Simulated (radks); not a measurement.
These are the eigenvalues of the occupied orbitals of an atom or ion with whole-number occupations (hartree). All-electron calculation, Dirac Kohn-Sham, PBE, spin-unpolarised, spherical densities, finite nucleus; Fermi nuclear charge, rms radius of each element as measured or else 0.836 A^(1/3) + 0.57 fm. Program: a radial shooting solver on a logarithmic mesh with Libxc functionals.

1s1/2: -3000.545
2s1/2: -727.0719
2p1/2: -715.7376

Which element is it, and in what charge state? The configuration may be excited. Open shells, if any, fill j = l - 1/2 first.

Answer. Z = 76, osmium, charge +70: Os70+ in [He] 2s2 2p2. The list shows which subshells hold electrons but not how many an open one holds; the 1s level, -3000.5 hartree, gives Z - s = 77.5 by -(Z - s)^2/2, which with screening and relativity narrows Z to a few neighbours, and the depths of the outer levels then fix element, charge and occupations together.
